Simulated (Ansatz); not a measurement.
Species: C₈H₂₀Sn, SMILES `C[CH2][Sn]([CH2]C)([CH2]C)[CH2]C` (charge 0, multiplicity 1).

Task: Give a relaxed geometry from Ansatz (an electronic-structure program) with B3LYP-D3(BJ)/def2-SVP.

Result: This is not unique; one that fits is the end point of this relaxation, one of several conformers (outside a Z-matrix the atoms follow the SMILES, hydrogens last).
Bond lengths (Å): C1–C2 1.530, C1–H10 1.103, C1–H11 1.103, C1–H12 1.104, C2–Sn3 2.188, C2–H13 1.102, C2–H14 1.103, Sn3–C4 2.188, Sn3–C6 2.188, Sn3–C8 2.188, C4–C5 1.530, C4–H15 1.103, C4–H16 1.102, C5–H17 1.103, C5–H18 1.103, C5–H19 1.104, C6–C7 1.530, C6–H20 1.103, C6–H21 1.102, C7–H22 1.103, C7–H23 1.104, C7–H24 1.103, C8–C9 1.530, C8–H25 1.102, C8–H26 1.103, C9–H27 1.103, C9–H28 1.103, C9–H29 1.104. Bond angles (°): C2–C1–H10 111.7, C2–C1–H11 111.8, C2–C1–H12 112.1, H10–C1–H11 107.0, H10–C1–H12 107.0, H11–C1–H12 107.0, C1–C2–Sn3 113.1, C1–C2–H13 111.0, C1–C2–H14 110.9, Sn3–C2–H13 107.7, Sn3–C2–H14 107.4, H13–C2–H14 106.5, C2–Sn3–C4 110.1, C2–Sn3–C6 108.3, C2–Sn3–C8 110.0, C4–Sn3–C6 110.0, C4–Sn3–C8 108.3, C6–Sn3–C8 110.1, Sn3–C4–C5 113.1, Sn3–C4–H15 107.4, Sn3–C4–H16 107.7, C5–C4–H15 110.9, C5–C4–H16 111.0, H15–C4–H16 106.5, C4–C5–H17 111.7, C4–C5–H18 111.8, C4–C5–H19 112.1, H17–C5–H18 107.0, H17–C5–H19 107.0, H18–C5–H19 107.0, Sn3–C6–C7 113.1, Sn3–C6–H20 107.4, Sn3–C6–H21 107.6, C7–C6–H20 110.9, C7–C6–H21 111.0, H20–C6–H21 106.5, C6–C7–H22 111.7, C6–C7–H23 112.1, C6–C7–H24 111.8, H22–C7–H23 107.0, H22–C7–H24 107.0, H23–C7–H24 107.0, Sn3–C8–C9 113.1, Sn3–C8–H25 107.6, Sn3–C8–H26 107.4, C9–C8–H25 111.0, C9–C8–H26 110.9, H25–C8–H26 106.5, C8–C9–H27 111.8, C8–C9–H28 111.7, C8–C9–H29 112.1, H27–C9–H28 107.0, H27–C9–H29 107.0, H28–C9–H29 107.0.
